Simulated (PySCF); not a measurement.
How the numbers were obtained: coordinates at the GFN2-xTB level, NMR shieldings at PBE0/pcSseg-1/GIAO, in PySCF 2.14 (gas phase, one conformer, one averaged value for each set of equivalent atoms, non-relativistic Hamiltonian).

δ = σ(ref) − σ, references computed at the same level: ¹H (σ = 31.72 ppm), ¹³C (σ = 186.93 ppm) vs TMS. Shifts are as computed. Against solution values, carbons near 30 ppm lie about +3 ppm off and those near 130 ppm about +5 ppm. Of 1211 compounds with measured shifts, 218 miss one by over three times the rms of a fit or turn the order of signals round; such compounds aren't used in these exercises. OH and NH positions are gas-phase values without hydrogen bonding to other molecules.

**Question.** Order these molecules by the shift of their most shielded carbon-bound hydrogen, lowest δ first.
A. C=Cn1nc2cccc(C)c2n1
B. [SiH3]C[SiH2]N([SiH3])[SiH3]
C. Fc1cccc2cnoc12
D. C[P@](=O)(O)c1ccccc1F

**Answer.** B (0.39 ppm, hydrogen on an sp3 CH2 bonded to 2 Si), D (1.78 ppm, hydrogen on a methyl carbon bonded to P), A (2.93 ppm, hydrogen on a methyl carbon on an aromatic ring), C (7.59 ppm, hydrogen on an aromatic CH).

**Question.** Order these molecules by the shift of their most shielded carbon, lowest δ first.
A. [SiH3]C[SiH2]N([SiH3])[SiH3]
B. C[P@](=O)(O)c1ccccc1F
C. Fc1cccc2cnoc12
D. C=Cn1nc2cccc(C)c2n1

**Answer.** A (-9.6 ppm, sp3 CH2 bonded to 2 Si), D (17.3 ppm, methyl carbon on an aromatic ring), B (21.8 ppm, methyl carbon bonded to P), C (120.7 ppm, aromatic CH).

**Question.** How many ¹³C and ¹H signals does each give (equivalence by symmetry and fast rotation, but not about amide C–N or C=N bonds)? `Fc1cccc2cnoc12`, `C=Cn1nc2cccc(C)c2n1`, `[SiH3]C[SiH2]N([SiH3])[SiH3]`, `C[P@](=O)(O)c1ccccc1F`

**Answer.** Fc1cccc2cnoc12: 7 C, 4 H; C=Cn1nc2cccc(C)c2n1: 9 C, 7 H; [SiH3]C[SiH2]N([SiH3])[SiH3]: 1 C, 4 H; C[P@](=O)(O)c1ccccc1F: 7 C, 6 H.
